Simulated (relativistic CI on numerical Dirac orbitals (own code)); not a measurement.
Radial Dirac CI calculation of Ga VI.

Command:

```sh
python run_levels.py task.json out
```

Input:

```
atom Ga  Z=31  charge=5  electrons=26
nucleus A=69  rms_radius_fm=3.9973
hamiltonian dirac-coulomb  breit=on  qed=on  c_scale=1
orbitals kli  potential=per-configuration
slater_scale 2
correlation none
mixing on
grid step=0.0125 r_max=24.8
scf mixing=0.4 start=green max_iterations=82 tolerance=2e-08 node_fill=0.05
configurations
  [Ar] 3d8
  [Ar] 3d7 4s
  [Ar] 3d7 4p
  [Ne] 3s2 3p5 3d9
  [Ar] 3d7 4d
end
```

Output:

```
SCF 1: [Ar] 3d8
 iter      energy (Ha)   residual   last orbital (Ha)
    1     -1911.867325   2.74e+00     -9.97449
    2     -1931.667250   1.12e+00     -6.20576
    3     -1934.989080   1.39e-01     -4.17228
    4     -1935.144649   1.26e-01     -4.48271
    5     -1935.180813   2.19e-02     -4.28594
    6     -1935.181766   1.03e-03     -4.25034
    7     -1935.181734   5.83e-04     -4.24643
    8     -1935.181765   1.95e-05     -4.24739
    9     -1935.181766   1.01e-05     -4.24744
   10     -1935.181766   6.97e-08     -4.24742
   11     -1935.181766   2.22e-08     -4.24742
   12     -1935.181766   1.70e-11     -4.24742
SCF 2: [Ar] 3d7 4s
 iter      energy (Ha)   residual   last orbital (Ha)
    1     -1913.903167   2.64e+00     -4.34014
    2     -1930.605045   1.11e+00     -3.40573
    3     -1933.655299   1.19e-01     -2.83466
    4     -1933.764659   1.11e-01     -2.84329
    5     -1933.789492   2.12e-02     -2.76981
    6     -1933.789852   8.54e-04     -2.76096
    7     -1933.789866   1.00e-03     -2.75946
    8     -1933.789921   6.87e-05     -2.75977
    9     -1933.789919   1.56e-05     -2.75976
   10     -1933.789919   1.00e-06     -2.75974
   11     -1933.789918   2.40e-08     -2.75974
   12     -1933.789918   1.81e-10     -2.75974
SCF 3: [Ar] 3d7 4p
 iter      energy (Ha)   residual   last orbital (Ha)
    1     -1913.390474   2.65e+00     -3.73526
    2     -1930.162922   1.10e+00     -2.86119
    3     -1933.203538   1.19e-01     -2.36242
    4     -1933.310627   1.05e-01     -2.36569
    5     -1933.332732   1.90e-02     -2.30301
    6     -1933.332926   8.22e-04     -2.29629
    7     -1933.332943   9.67e-04     -2.29483
    8     -1933.332997   9.08e-05     -2.29508
    9     -1933.332994   1.38e-05     -2.29505
   10     -1933.332993   1.14e-06     -2.29505
   11     -1933.332993   5.83e-08     -2.29504
   12     -1933.332993   2.56e-10     -2.29504
SCF 4: [Ne] 3s2 3p5 3d9
 iter      energy (Ha)   residual   last orbital (Ha)
    1     -1907.746125   2.77e+00     -9.97449
    2     -1928.361578   1.11e+00     -6.15941
    3     -1931.640923   1.44e-01     -4.15883
    4     -1931.813405   1.31e-01     -4.47812
    5     -1931.853492   2.33e-02     -4.27542
    6     -1931.854708   1.33e-03     -4.23898
    7     -1931.854664   6.47e-04     -4.23437
    8     -1931.854691   1.23e-04     -4.23527
    9     -1931.854698   8.53e-06     -4.23548
   10     -1931.854698   3.41e-07     -4.23547
   11     -1931.854698   3.72e-09     -4.23547
SCF 5: [Ar] 3d7 4d
 iter      energy (Ha)   residual   last orbital (Ha)
    1     -1912.702922   2.65e+00     -2.76143
    2     -1929.540557   1.10e+00     -2.03792
    3     -1932.550700   1.18e-01     -1.67862
    4     -1932.654743   9.13e-02     -1.68223
    5     -1932.669861   1.34e-02     -1.64113
    6     -1932.669727   6.45e-04     -1.63792
    7     -1932.669722   8.55e-04     -1.63662
    8     -1932.669779   9.49e-05     -1.63675
    9     -1932.669775   2.22e-05     -1.63673
   10     -1932.669774   1.23e-06     -1.63673
   11     -1932.669774   2.33e-07     -1.63673
   12     -1932.669774   3.76e-10     -1.63673
orbital energies (Ha): 2s -50.0956  2p1/2 -44.7643  2p3/2 -43.7504  3s -9.1030  3p1/2 -7.3594  3p3/2 -7.2209  3d3/2 -4.2674  3d5/2 -4.2474
configuration averages (Ha): Dirac-Coulomb, Breit, QED
  3p6 3d8                      -1935.181766    0.850862    0.572273
  3p6 3d7 4s                   -1933.789918    0.851790    0.573178
  3p6 3d7 4p                   -1933.332993    0.851805    0.572501
  3p5 3d9                      -1931.854698    0.845868    0.572240
  3p6 3d7 4d                   -1932.669774    0.851027    0.572494
levels: no., configuration, term, J, E (cm-1), weight
   1 3p6 3d8                3F   4                0.0  1.00
   2 3p6 3d8                3F   3             3168.8  1.00
   3 3p6 3d8                3F   2             5364.3  1.00
   4 3p6 3d8                1D   2            47315.4  0.92
   5 3p6 3d8                3P   2            56064.6  0.93
   6 3p6 3d8                3P   1            57183.4  1.00
   7 3p6 3d8                3P   0            57858.0  1.00
   8 3p6 3d8                1G   4            72926.1  1.00
   9 3p6 3d8                1S   0           177347.9  1.00
  10 3p6 3d7 4s             5F   5           258619.3  1.00
  11 3p6 3d7 4s             5F   4           260775.8  1.00
  12 3p6 3d7 4s             5F   3           262470.9  1.00
  13 3p6 3d7 4s             5F   2           263717.6  1.00
  14 3p6 3d7 4s             5F   1           264535.9  1.00
lowest total energy -1933.925343 Ha
end: converged
```

Against the reference input this run has: Slater scale 2. The reference run ends at -1933.847941 Ha with Breit and QED terms. The iteration limit was 82 against 150. This setting is bad on purpose; its numbers may not be properties of the ion.
